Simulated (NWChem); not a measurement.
System: CH₆OSi; SMILES C[SiH2]O

The following NWChem deck was run.

```
start job
memory heap 200 mb stack 900 mb global 1100 mb
geometry units angstroms noautosym nocenter noautoz
  Si     0.454318     0.122995    -0.013676
  C     -0.430590    -1.538598    -0.033584
  O     -0.587535     1.429112    -0.087170
  H      1.314436     0.260569    -1.214991
  H      1.310243     0.189452     1.209918
  H     -1.078290    -1.672733     0.841240
  H      0.302911    -2.355212    -0.027009
  H     -1.049167    -1.649923    -0.931248
  H     -1.164469     1.561740     0.677306
end
basis spherical
  * library def2-svp
end
dft
  xc xpbe96 cpbe96
  iterations 150
end
cosmo
  do_cosmo_smd true
  solvent ether
end
task dft energy
```

Geometry: optimised at B3LYP/6-31G* (spherical d). Solvent: diethyl ether.

Level: PBE/def2-SVP with SMD (1 M gas to 1 M solution), gas-phase geometry. Reactions with the solvent are ignored.

Q: Give the results of this calculation. (PBE/def2-SVP, SMD on the gas-phase geometry.) Quantities: solvation free energy (kcal/mol); cavity-dispersion-structure term (kcal/mol); dipole in solution (D).

A: The solvation free energy (kcal/mol) is -3.2, the cavity-dispersion-structure term (kcal/mol) is -1.0 and the dipole in solution (D) comes out as 2.03.
